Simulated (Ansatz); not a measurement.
Computed with Ansatz.

A structure relaxed at PBE0-D4/def2-TZVP, charge 0, multiplicity 1:

Cartesian coordinates in Å:
```
O -0.6463 -0.5178 1.5856
C -0.1665 -0.0311 0.3443
Al -0.4545 1.8414 -0.0994
C -0.3328 -1.0608 -0.7484
C 1.0277 -0.7890 -0.2185
H -0.1322 -0.1094 2.2865
H -0.1520 2.3115 -1.5876
H -0.9441 2.8651 1.0123
H -0.8141 -1.9778 -0.4305
H -0.5851 -0.7352 -1.7509
H 1.4541 -1.5289 0.4486
H 1.7457 -0.2681 -0.8421
```

Task: Give its formula and SMILES.

Result: C3H7AlO, `O[C]1([AlH2])CC1`.

Task: Summarise the bond lengths by kind.

Result: 1 × C–O 1.417 Å; 1 × H–O 0.960 Å; 1 × Al–C 1.946 Å; 3 × C–C 1.485 to 1.522 Å; 2 × Al–H 1.588 to 1.590 Å; 4 × C–H 1.083 to 1.084 Å.
